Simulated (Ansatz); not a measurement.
Job for Ansatz (a quantum-chemistry and plane-wave program): U-B3LYP/def2-TZVPP on H2SeZn (SMILES [ZnH][SeH]), a point of a bond scan (R = 3.390 Å).

Ansatz 0.2 input:
```yaml
crystal:
  periodic: [false, false, false]
  atoms:
    - {symbol: Zn, position_ang: [-0.70919421, -0.50984122, -0.82879930]}
    - {symbol: H, position_ang: [-1.61369366, -1.16459831, -1.88282235]}
    - {symbol: Se, position_ang: [0.65395606, 0.50525059, 0.74073403]}
    - {symbol: H, position_ang: [0.65638877, -2.30980124, 2.62928774]}
basis:
  gaussian:
    orbitals: def2-TZVPP
hamiltonian:
  xc: {name: B3LYP}
magnetization: {spin_polarized: true, initial_magnetization: 0}
```

**Question.** Give the final energy of this run.

**Answer.** -4182.1364 hartree. Its determinant has ⟨S²⟩ = 0.95, a mixture of spin states.

**Question.** How many basis functions does it have, and what does it roughly cost on one machine?

**Answer.** 140 functions; around 30 core-seconds (rough).
